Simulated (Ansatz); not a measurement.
# Ligand exchange: CdBr2 + CH3I → Cd(CH3)Br + IBr

Gas-phase species: CdBr2 `[Br][Cd][Br]`, singlet; CH3I (methyl iodide) `CI`, singlet; Cd(CH3)Br, singlet; IBr, singlet. The partners trade Br for CH3: Cd–Br and I–CH3 bonds give way to Cd–CH3 and I–Br.

Shapes, held fixed at every level: PBE0-D4/def2-TZVP. Programs: Ansatz 0.2.0. The zero-point and thermal change to 298 K, harmonic and unscaled (PBE0-D4/def2-TZVP), is -3.4 kJ/mol.

```tsv
level	kind	ΔH(298 K) (kJ/mol)	less CCSD(T)/def2-TZVPP
HF/def2-TZVPP	Hartree–Fock	+179.2	+38.7
PBE-D4/def2-TZVPP	GGA	+120.1	-20.4
B3LYP-D4/def2-TZVPP	global hybrid	+129.0	-11.5
BHLYP-D4/def2-TZVPP	global hybrid	+147.5	+7.0
B2PLYP/def2-TZVPP	double hybrid	+136.1	-4.4
CCSD(T)/def2-SVP	coupled cluster or CI	+150.7	+10.2
CCSD/def2-SVP	coupled cluster or CI	+153.8	+13.3
CCSD(T)/def2-TZVPP	coupled cluster or CI	+140.5	0.0
```

The highest level, CCSD(T)/def2-TZVPP, gives ΔH(298 K) = +140.5 kJ/mol; the levels span +120.1 to +179.2. The column of differences is taken from that level and isn't an error. No measured value is set beside it here. For atoms past krypton def2 sets carry core potentials with scalar relativity. Relativity is left out for Br. Outer-core shells of Br, Cd, I are correlated, in sets that cover them unevenly.
